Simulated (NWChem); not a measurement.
# SiNH$_{3}$BrF; SMILES N[SiH](F)Br

```xyz
7

Si    -0.0478    -0.9214     0.3764
N      1.4653    -1.5452    -0.0958
F     -1.2943    -1.4096    -0.5228
Br     0.0409     1.2985     0.1660
H     -0.3418    -1.3084     1.7671
H      1.7217    -2.5005     0.1239
H      1.9563    -1.1936    -0.9083
```
Atoms are numbered in this order, from 1.

Level: B3LYP/6-31G* (spherical d) (NWChem), optimised geometry, unscaled harmonic frequencies. This build's default masses of Se (78.918 u) and Br (79.917 u) are each other's, which moves their modes by up to 0.6 %.

List the harmonic frequencies with IR intensities, and the thermochemistry.


```json
[
 {"frequency (cm⁻¹)": "143", "IR intensity (km/mol)": "11.9"},
 {"frequency (cm⁻¹)": "222", "IR intensity (km/mol)": "5.7"},
 {"frequency (cm⁻¹)": "260", "IR intensity (km/mol)": "18.3"},
 {"frequency (cm⁻¹)": "331", "IR intensity (km/mol)": "46.6"},
 {"frequency (cm⁻¹)": "370", "IR intensity (km/mol)": "174.9"},
 {"frequency (cm⁻¹)": "433", "IR intensity (km/mol)": "84.2"},
 {"frequency (cm⁻¹)": "709", "IR intensity (km/mol)": "35.1"},
 {"frequency (cm⁻¹)": "846", "IR intensity (km/mol)": "92.0"},
 {"frequency (cm⁻¹)": "882", "IR intensity (km/mol)": "171.8"},
 {"frequency (cm⁻¹)": "915", "IR intensity (km/mol)": "115.4"},
 {"frequency (cm⁻¹)": "972", "IR intensity (km/mol)": "211.9"},
 {"frequency (cm⁻¹)": "1616", "IR intensity (km/mol)": "72.5"},
 {"frequency (cm⁻¹)": "2335", "IR intensity (km/mol)": "117.8"},
 {"frequency (cm⁻¹)": "3569", "IR intensity (km/mol)": "38.2"},
 {"frequency (cm⁻¹)": "3665", "IR intensity (km/mol)": "37.7"}
]
```

* **zero-point energy**: 24.7 kcal/mol
* **thermal correction to the enthalpy at 298.15 K (with zero-point energy)**: 28.9 kcal/mol
* **heat capacity Cv**: 18.8 cal/(mol K)
* **entropy at 298.15 K and 1 atm (symmetry number 1)**: 78.3 cal/(mol K)
* **dipole moment**: 2.83 D

Rigid rotor and harmonic oscillator.
